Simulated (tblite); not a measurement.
Input of a run (GFN2-xTB geometry optimisation, gas phase (tblite 0.8.0)), started from a force field or distance geometry:
```
{"job": {"kind": "relax", "xc": "GFN2-xTB", "basis": "xTB"}, "charge": 0, "multiplicity": 1}
C     -2.613000    -0.335800    -0.798400
C     -1.425800     0.107200    -0.379400
C     -1.296400     1.547200     0.047700
C     -0.239700    -0.771300    -0.282100
C     -0.455000    -2.262900    -0.495400
C      1.014200    -0.382700     0.011300
O      1.412300     0.913700     0.242400
Si     3.003000     1.290200     0.583900
H     -2.805700    -1.354900    -1.114000
H     -3.479900     0.335200    -0.847700
H     -0.941700     1.634600     1.071000
H     -0.645000     2.095500    -0.630100
H     -2.278600     2.066500     0.026900
H     -0.772800    -2.453300    -1.534600
H      0.457000    -2.836200    -0.341700
H     -1.207200    -2.656300     0.202300
H      1.828300    -1.102200     0.072600
H      3.435200     0.561700     1.803200
H      3.862200     0.864800    -0.544500
H      3.143500     2.749800     0.795100
```

Output (eV, eV/Å):
```
step      E/eV     max force
  0    -673.90672    0.962
  1    -673.95320    0.568
  2    -673.98380    0.487
  3    -674.00186    0.366
  4    -674.01647    0.362
  5    -674.02707    0.315
  6    -674.03974    0.234
  7    -674.04860    0.199
  8    -674.05386    0.178
  9    -674.05768    0.160
 10    -674.06194    0.175
 11    -674.06640    0.150
 12    -674.06941    0.111
 13    -674.07110    0.095
 14    -674.07284    0.122
 15    -674.07487    0.128
 16    -674.07646    0.090
 17    -674.07754    0.063
 18    -674.07862    0.097
 19    -674.08015    0.110
 20    -674.08206    0.118
 21    -674.08391    0.101
 22    -674.08553    0.105
 23    -674.08728    0.126
 24    -674.08961    0.131
 25    -674.09251    0.134
 26    -674.09537    0.113
 27    -674.09778    0.100
 28    -674.09991    0.100
 29    -674.10188    0.116
 30    -674.10352    0.117
 31    -674.10481    0.085
 32    -674.10588    0.072
 33    -674.10674    0.081
 34    -674.10730    0.060
 35    -674.10760    0.033
 36    -674.10777    0.031
 37    -674.10792    0.025
 38    -674.10805    0.027
 39    -674.10818    0.026
 40    -674.10831    0.025
 41    -674.10842    0.028
 42    -674.10851    0.021
 43    -674.10855    0.012
 44    -674.10857    0.011
 45    -674.10859    0.009
```

Problem. Summarise the run.

Solution. The energy falls by 19.5 kJ/mol over 45 L-BFGS steps, the largest force on an atom goes from 0.96 to 0.009 eV/Å, and the atoms move by 0.183 Å rms after alignment. The bond that changes most is O7–Si8 (silyl ether oxygen to oxygen-bound silicon), which shortens by 0.046 Å. Bonds longer at the end by more than 0.005 Å: 0 of 19; shorter: 13. Among the angles that change most is C6–O7–Si8, from 121.5° to 132.9°. The energy never rose by more than 1e-5 eV on the way. The first step brought 23 % of the lowering.

Problem. What are the final bond lengths?

Solution. C1=C2 1.334 Å, C2–C3 1.501 Å, C2–C4 1.466 Å, C4–C5 1.505 Å, C4=C6 1.341 Å, C6–O7 1.348 Å, O7–Si8 1.624 Å, C1–H9 1.074 Å, C1–H10 1.077 Å, C3–H11 1.088 Å, C3–H12 1.088 Å, C3–H13 1.088 Å, C5–H14 1.089 Å, C5–H15 1.087 Å, C5–H16 1.088 Å, C6–H17 1.085 Å, Si8–H18 1.466 Å, Si8–H19 1.466 Å, Si8–H20 1.453 Å. Numbering counts from 1 in the input's order; the species is `C/C(=C/O[SiH3])C(C)=C`.

Its lowest GFN2-xTB frequency is 10 cm⁻¹, too small to tell a flat minimum from a shallow saddle. The numbers are those of one conformer. 2 starts were optimised and ended at 0.00 and 0.11 kcal/mol (GFN2-xTB); the lowest of these is shown.

Shape of the structure used: `[CH2:1]=[C:2]([CH3:3])/[C:4]([CH3:5])=[CH:6]\[O:7][SiH3:8]`: C1–C2–C4–C5 -7°, C4–C6–O7–Si8 -179°.

All values are computed, not measured.
